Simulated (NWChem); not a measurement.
Species: H2SeS; SMILES [SeH]S

```xyz
4

Se     0.0356     0.7216     0.0118
H     -1.4281     0.9192    -0.0370
S      0.0097    -1.4850     0.0571
H      0.0636    -1.6931    -1.2798
```
Atoms are numbered in this order, from 1.

All runs: NWChem. Pople sets run with spherical d functions. The geometry was optimised at PBE0/def2-SVP. Ions are spin-unrestricted doublets at the neutral geometry; other ion states weren't tried. Functional: LC-ωPBE (HJS hole) with 6-31G*; rows give the range parameter ω in 1/bohr.

For range parameter (1/bohr) 0.05:

| Property | Result |
|---|---|
| vertical ionisation energy, ΔSCF (eV) | 9.48 |
| −ε(HOMO) (eV) | 6.71 |

**Question.** How do the values read with range parameter (1/bohr) 0.40 instead?

**Answer.** The vertical ionisation energy, ΔSCF (eV) is 10.13 and the −ε(HOMO) (eV) is 9.91.
